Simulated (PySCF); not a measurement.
# Excitation energy of N⁺ by level of theory

N⁺ [He] 2s2 2p2 (3P) → N⁺ [He] 2s1 2p3 (5S), as a difference of total energies. Computed with PySCF 2.14 in x2c-TZVPPall (5s3p2d1f, 31 functions), with scalar relativity by spin-free X2C-1e. Correlated levels: valence and next inner shell: nothing frozen. The calculations carry no spin-orbit coupling.

Task: Order these methods by the excitation energy they give, lowest first.
A. MP2 (valence and next inner shell)
B. CCSD (valence and next inner shell)
C. CCSD(T) (valence and next inner shell)
D. UHF

Result: D (32448 cm⁻¹), A (41976 cm⁻¹), B (45292 cm⁻¹), C (45623 cm⁻¹).

Errors of the correlated levels include the incompleteness of this basis.

For comparison: 46696 cm⁻¹ (measured; NIST levels, between the centres of gravity of the two terms).
